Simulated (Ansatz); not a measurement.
Ansatz (a program for electronic structure) input (RPA@PBE/cc-pV(Q+d)Z):
A basis named .json is the Basis Set Exchange file of that set.

Ansatz 0.2 input:
```yaml
crystal:
  periodic: [false, false, false]
  atoms:
    - {symbol: Si, position_ang: [0.01757818, -0.01249253, -0.00634652]}
    - {symbol: F, position_ang: [-0.09859982, -0.58560009, 1.45140629]}
    - {symbol: F, position_ang: [-0.24201436, 1.53624852, -0.00683083]}
    - {symbol: F, position_ang: [-1.05699551, -0.74697254, -0.88545025]}
    - {symbol: O, position_ang: [1.54154908, -0.20727345, -0.61790946]}
basis:
  gaussian:
    orbitals: cc-pV_Q+d_Z.json
hamiltonian:
  xc: pbe
magnetization: {spin_polarized: true, initial_magnetization: 1}
correlation: {method: rpa, electrons: outside_noble_gas}
```

Output:

```
Functional definition: PBE
integrals: 0.74 GiB planned
1768 factors; integrals over basis functions are off by at most 9.0e-4 eV
0.34 GiB of the device are held for the grids
1.69 GiB of device memory are held for the factors and their scratch space
mean field: 1.88 GiB planned
mean field evaluation 1: about -18065.7570 eV, gradient 4.5e1 eV
mean field evaluation 2: about -18065.7546 eV, gradient 4.5e1 eV
mean field evaluation 4: about -18071.0660 eV, gradient 4.4e0 eV
mean field evaluation 8: about -18071.1310 eV, gradient 1.0e-1 eV
mean field evaluation 16: about -18071.1310 eV, gradient 7.3e-5 eV
mean field evaluation 32: about -18071.0630 eV, gradient 6.0e-3 eV
mean field evaluation 64: about -18071.0802 eV, gradient 8.1e-2 eV
mean field -18071.13104310 eV, -664.1018167814 hartree, gradient 1.8e-6 eV, S^2 0.752165; 5 other end points of the search recorded, 0 dependent functions left out
9 core orbitals not correlated
reference -18026.32875657 eV, -662.4553631194 hartree; 16, 15 occupied and 259, 260 virtual orbitals, 1768 factors
Total energy: -18074.20313179 eV, -664.2147139582 hartree
```

It need not be the lowest isomer of its formula.
